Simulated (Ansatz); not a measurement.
Consider the ligand exchange at a Ga–O bond: `C[O][Ga]([CH3])[NH2]` + H₂S → `[CH3][Ga]([NH2])[SH]` + CH₃OH.

Calculated with Ansatz (gas phase, PBE0-D4/def2-TZVP geometries, no zero-point term in ΔE). CBS: MP2 limit from def2 TZ/QZ plus the TZ coupled-cluster correction, frozen cores. This one scheme is used for every species. DFT in def2-TZVPP. B3LYP here is the variant with VWN-RPA as its local correlation; programs differ in this. HSE06 is defined as in plane-wave codes. For Ga outer-core shells are correlated without core-valence functions, which leaves a few kJ/mol of doubt a bond. Scalar relativity is left out up to krypton. One conformer a species, not always the lowest.

```csv
level,ΔE (kJ/mol),difference from CCSD(T)/CBS
LDA (SPW92),-36.0,-1.2
PBE-D4,-39.4,-4.6
revPBE-D4,-37.7,-2.9
BLYP-D4,-29.7,5.1
r2SCAN-D4,-36.3,-1.5
B97M-V,-34.8,0.0
PBE0-D4,-42.7,-7.9
B3LYP-D4,-33.2,1.6
r2SCANh-D4,-37.8,-3.0
r2SCAN0-D4,-39.9,-5.1
HSE06-D4,-43.1,-8.3
BHLYP-D4,-35.9,-1.1
CAM-B3LYP-D4,-29.5,5.3
ωB97X-V,-33.0,1.8
B2PLYP,-32.6,2.2
PBE-QIDH,-40.2,-5.4
PBE,-40.3,-5.5
revPBE,-41.9,-7.1
PBE0,-43.5,-8.7
B3LYP,-34.4,0.4
r2SCANh,-38.3,-3.5
r2SCAN0,-40.3,-5.5
HSE06,-43.7,-8.9
BHLYP,-35.5,-0.7
CAM-B3LYP,-30.1,4.7
LC-ωPBE,-36.4,-1.6
RPA@PBE/def2-TZVPP,-27.1,7.7
HF/def2-SVP,-32.1,2.7
MP2/def2-SVP,-24.7,10.1
CCSD(T)/def2-SVP,-22.9,11.9
HF/def2-TZVPP,-36.4,-1.6
MP2/def2-TZVPP,-33.5,1.3
SCS-MP2/def2-TZVPP,-30.2,4.6
CCSD/def2-TZVPP,-31.4,3.4
CCSD(T)/def2-TZVPP,-31.4,3.4
MP2/def2-QZVPP,-34.9,-0.1
SCS-MP2/def2-QZVPP,-31.8,3.0
HF/CBS(def2),-34.6,0.2
MP2/CBS(def2),-36.9,-2.1
CCSD/CBS(def2),-34.8,0.0
CCSD(T)/CBS,-34.8,0
```

Largest T1 diagnostic among the species: 0.013.

From PBE to PBE0 (25 % exact exchange), in def2-TZVPP and without D4, ΔE moves by −3.2 kJ/mol. At CCSD(T), def2-SVP lies +11.9 kJ/mol from the extrapolated value and def2-TZVPP +3.4 kJ/mol.
